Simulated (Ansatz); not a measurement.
Compare A (`C[SiH](C)CCl`) with its isomer B (`CCC[SiH2]Cl`).

Gas-phase electronic energies from Ansatz, PBE0-D4/def2-TZVP geometries. CCSD(T)/CBS adds triple-zeta CCSD(T) − MP2 to the extrapolated MP2 energy (def2 sets, frozen cores). Functionals use def2-TZVPP. B3LYP here is the variant with VWN-RPA as its local correlation; programs differ in this. One conformer a species, not always the lowest.

Task: Which is lower in electronic energy at CCSD(T)/CBS, and by how much? (Estimate.)

Result: The calculation gave: B, by 78.0 kJ/mol.

Task: Give E(B) − E(A) in kJ/mol with B3LYP, CCSD/def2-TZVPP, r2SCAN-D4, PBE-D4, PBE0-D4, ωB97M-V, MP2/def2-TZVPP. (An estimate is asked.)

Result: The calculation gave: B3LYP -76.5, CCSD/def2-TZVPP -80.9, r2SCAN-D4 -73.3, PBE-D4 -69.6, PBE0-D4 -75.0, ωB97M-V -74.5, MP2/def2-TZVPP -81.0. None reverses the order clearly.

Largest T1 diagnostic: 0.009.

The D4 term adds +3.1 kJ/mol with B3LYP and +1.7 kJ/mol with PBE0; it sums over pairs of atoms, weighted by their polarisabilities, and B3LYP, whose exchange is more repulsive, gets the larger term. In def2-TZVPP, CCSD(T) changes the Hartree–Fock value by +13.6 kJ/mol (the triples alone add +2.5 kJ/mol) and MP2 by +11.1 kJ/mol.
